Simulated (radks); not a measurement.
Ne4+, 6 electrons, occupied as [He] 2s2 2p2 (the NIST ground configuration). All-electron calculation, non-relativistic Kohn-Sham, exchange-only LDA, spin-polarised, spherical densities, point nucleus; open shells are filled with parallel spins first. Program: a radial shooting solver on a logarithmic mesh with Libxc functionals.

Normalised radial functions P(r) = r R(r), r in bohr:

```
   r/bohr * 2s up, o 2p up, + 2p down (the largest magnitude, 1.2, reaches the edge; | marks zero, & curves that meet)
  0.01116                             &   *
  0.01363                             &    *
  0.01665                             &    *
  0.02018                             &     *
  0.02465                             &      *
   0.0301                             |&      *
  0.03677                             |&        *
  0.04491                             |&         *
  0.05485                             | &         *
    0.067                             |  &         *
  0.08183                             |   &        *
  0.09995                             |    &      *
   0.1221                             |      &   *
   0.1491                             |       *+o
   0.1821                             |    *      &
   0.2207                             *              &
   0.2695                      *      |                 +o
   0.3292                *            |                    +o
   0.4021         *                   |                       +o
   0.4911    *                        |                        +o
   0.5998  *                          |                        +o
   0.7326   *                         |                       &
   0.8948      *                      |                   &
    1.093            *                |              o+
    1.335                  *          |         o+
     1.63                       *     |     &
    1.991                          *  |  &
    2.432                            *|&
```

2s up: eigenvalue -131.19 eV, 1 radial node at r = 0.217 bohr, <r> = 0.764 bohr, 90 % of the charge inside 1.19 bohr. 2p up: eigenvalue -110.47 eV, 0 radial nodes, <r> = 0.702 bohr, 90 % of the charge inside 1.15 bohr. 2p down (empty): eigenvalue -102.31 eV, 0 radial nodes, <r> = 0.722 bohr, 90 % of the charge inside 1.19 bohr.
